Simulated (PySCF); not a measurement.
A calculated (r2SCANh, PySCF 2.14, aug-cc-pVTZ-DK, scalar relativity by spin-free X2C-1e) atom or ion has these occupied shells.

```csv
shell,electrons,orbital energy (eV),"rms radius, mean of both spins (bohr)"
1s β,1,-24213.4,0.0365
1s α,1,-24213.4,0.0365
2s α,1,-3566.9,0.150
2s β,1,-3566.6,0.150
2p α,3,-3197.6,0.133
2p β,3,-3197.4,0.133
3s α,1,-661.39,0.405
3s β,1,-661.32,0.405
3p α,3,-538.54,0.407
3p β,3,-538.44,0.407
3d α,5,-343.31,0.390
3d β,5,-343.10,0.390
4s α,1,-101.26,1.01
4s β,1,-100.13,1.01
4p α,3,-65.935,1.12
4p β,3,-64.729,1.12
4d α,5,-15.860,1.60
4d β,4,-15.073,1.60
```

Task: Name the element and its charge.

Result: Pd⁺ (palladium, charge +1), in [Kr] 4d9, 2D determinant.
